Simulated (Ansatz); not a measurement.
Basis sets compared for Rb₄⁺. Total charge 1; doublet. Geometry r2SCAN/def2-TZVP. Ansatz on 2 threads of Arm Neoverse V2 on a shared host; times are rough, and most runs start from earlier orbitals.

```xyz
4

Rb    1.535    1.544   -0.747
Rb   -1.310   -0.820   -4.243
Rb    1.327    0.824    4.238
Rb   -1.552   -1.548    0.753
```

In the def2 sets Rb takes a core potential; there is no spin–orbit coupling. The structure comes from a short search, and lower isomers may exist.

| level | functions | energy (Eh) | HOMO (eV) | LUMO (eV) | wall time |
| --- | --- | --- | --- | --- | --- |
| PBE/def2-SVP | 96 | -96.2500 | -4.96 | -4.62 | 4.8 s |
| PBE0/def2-SVP | 96 | -96.2473 | -5.29 | -4.12 | 8.5 s |

(1) Estimate the rows for PBE/def2-TZVP, PBE0/def2-TZVP.

Answers

(1) 
```json
{"level": "PBE/def2-TZVP", "functions": "132", "energy (Eh)": "-96.2531", "HOMO (eV)": "-4.93", "LUMO (eV)": "-4.58", "wall time": "8.5 s"}
{"level": "PBE0/def2-TZVP", "functions": "132", "energy (Eh)": "-96.2501", "HOMO (eV)": "-5.28", "LUMO (eV)": "-4.07", "wall time": "18 s"}
```
